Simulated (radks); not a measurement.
Task: These are the eigenvalues of the occupied orbitals of an atom or ion with whole-number occupations (hartree). Calculated with a radial shooting solver on a logarithmic mesh with Libxc functionals: Dirac Kohn-Sham, PBE, spin-unpolarised, spherical densities, finite nucleus; Fermi nuclear charge, rms radius of each element as measured or else 0.836 A^(1/3) + 0.57 fm.

1s1/2: -3153.155
2s1/2: -571.9699
2p1/2: -549.8149
2p3/2: -473.8837
3s1/2: -146.4294
3p1/2: -136.3931
3p3/2: -119.4918
3d3/2: -102.8711
3d5/2: -99.25686
4s1/2: -42.63070
4p1/2: -38.28819
4p3/2: -34.14909
4d3/2: -27.03557
4d5/2: -26.25618
4f5/2: -17.03366
4f7/2: -16.85545
5s1/2: -16.64743
5p1/2: -15.01928
5p3/2: -14.00153
7d3/2: -4.44947
7d5/2: -4.40918

Which element is it, and in what charge state? The configuration may be excited. Open shells, if any, are shared by 2j + 1.

Result: Z = 81, thallium, charge +16: Tl16+ in [Kr] 4d10 4f14 5s2 5p2 7d1. The list shows which subshells hold electrons but not how many an open one holds; the 1s level, -3153.2 hartree, gives Z - s = 79.4 by -(Z - s)^2/2, which with screening and relativity narrows Z to a few neighbours, and the depths of the outer levels then fix element, charge and occupations together.
